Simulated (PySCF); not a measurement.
SMILES C[N](C)[BiH2] (C₂H₈BiN), CAM-B3LYP/def2-SVP optimised geometry.

```
12

Bi    -1.85    -0.80     0.00
H     -2.07     1.00     0.00
H     -1.91    -0.80     1.79
N      0.32    -0.80     0.00
C      0.99     0.11     0.89
C      0.92    -0.84    -1.31
H      2.07    -0.16     0.96
H      0.94     1.17     0.58
H      0.57     0.05     1.91
H      0.94     0.14    -1.84
H      1.98    -1.17    -1.23
H      0.41    -1.56    -1.97
```

Density from PySCF with CAM-B3LYP/def2-TZVP, def2 effective core potentials past Kr at that geometry. The core electrons that the potentials of Bi replace are not part of the density.

Minimum of the electron density along straight lines between bonded atoms, close to the bond critical point (lines longer than 1.1 times the sum of covalent radii, or with two minima, are not listed):

| bond | length / Å | ρ at the minimum / e bohr⁻³ | ∇²ρ there / e bohr⁻⁵ | position (fraction from the first atom) |
|---|---|---|---|---|
| Bi1–H2 | 1.814 | 0.107 | (withheld) | 0.64 |
| Bi1–H3 | 1.794 | 0.112 | (withheld) | 0.65 |
| Bi1–N4 | 2.166 | 0.107 | (withheld) | 0.53 |
| N4–C5 | 1.442 | 0.278 | -0.74 | 0.59 |
| N4–C6 | 1.444 | 0.278 | -0.73 | 0.59 |
| C5–H7 | 1.107 | 0.272 | -0.93 | 0.64 |
| C5–H8 | 1.113 | 0.268 | -0.90 | 0.64 |
| C5–H9 | 1.100 | 0.278 | -0.96 | 0.64 |
| C6–H10 | 1.113 | 0.269 | -0.90 | 0.64 |
| C6–H11 | 1.106 | 0.273 | -0.93 | 0.64 |
| C6–H12 | 1.102 | 0.275 | -0.95 | 0.64 |

**Question.** Complete the blanks.

**Answer.** 
- Bi1–H2, ∇²ρ there / e bohr⁻⁵: 0.04
- Bi1–H3, ∇²ρ there / e bohr⁻⁵: 0.03
- Bi1–N4, ∇²ρ there / e bohr⁻⁵: 0.21
